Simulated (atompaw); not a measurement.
**Before and after: PAW (atompaw) potential for K**

- Element: potassium
- Generator: atompaw 4.2.0.5
- Type: PAW
- Functional: PBE
- Relativity: scalar-relativistic
- Frozen core: [Ne] 3s2
- Valence charge: 7
- Reference configuration: 3p6 3d0.5 4s0.5 4p0
- Partial waves: 4s (bound): rc 3.00 bohr; 4s channel at 1.6 Ry: rc 3.00 bohr; 3p (bound): rc 2.20 bohr; 4p (bound, empty): rc 3.00 bohr; 3d (bound): rc 3.00 bohr; 3d channel at 2.55 Ry: rc 3.00 bohr
- Local potential: troulliermartins scheme with l = 3 at 0 Ry, radius 2.10 bohr
- Core correction: smooth core density matched at 2.20 bohr
- Augmentation charge: besselshape compensation charge, radius 2.80 bohr; PAW radius 3.00 bohr; waves and projectors: custom polynom vanderbiltortho

All-electron outer shells of the reference configuration (PBE, scalar-relativistic, ld1.x):

| shell | level (eV) | outermost node (bohr) | outermost maximum (bohr) |
| --- | --- | --- | --- |
| 2p | -281.15 | – | 0.26 |
| 3s | -36.35 | 0.48 | 1.08 |
| 3p | -19.82 | 0.45 | 1.15 |
| 4s | -2.87 | 1.58 | 3.93 |
| 4p | -1.26 | 1.86 | 5.64 |
| 3d | -0.38 | – | 7.81 |

Change: reference 3p6 4s1 4p0; added wave 3d channel at 0.45 Ry: rc 3.00 bohr; removed wave 3d (bound): rc 3.00 bohr; removed wave 3d channel at 2.55 Ry: rc 3.00 bohr.

Cutoffs: the cutoffs (Ry, on a coarse ladder) from which the occupation-weighted sum of valence levels, in a spherical-Bessel basis at the reference potential, stays within 10 and 1 mRy of its value at 400 Ry; they do not see the model core or the augmentation charge, which bear on the density cutoff.

Task: What does the change do?

Result: The potential gets neither clearly harder nor softer (15 Ry and 30 Ry → 15 Ry and 30 Ry); both files keep a bound ghost (s); the range in which the d phases agree narrows (upper end at the end of the scan → 0.8).

```tsv
quantity	base	changed
cutoff, loose	15 Ry	15 Ry
cutoff, tight	30 Ry	30 Ry
bound ghosts	s	s
s: phases at 3.01 bohr within 0.05 rad from the reference energy up to (Ry; the scan ends near 5)	4.0	4.1
p: phases at 3.01 bohr within 0.05 rad from the reference energy up to (Ry; the scan ends near 5)	0.4	0.4
d: phases at 3.01 bohr within 0.05 rad from the reference energy up to (Ry; the scan ends near 5)	to the end of the scan	0.8
lowest overlap eigenvalue by channel	s 0.28, p 0.62, d 0.88	s 0.30, p 0.61, d 1.00
```

 A true bound ghost makes a file unfit for plane-wave use even where its test errors are small: the radial tests pick states by their node count and pass the ghost by. The cutoffs see the waves, projectors and local potential, not the compensation charge or the core.
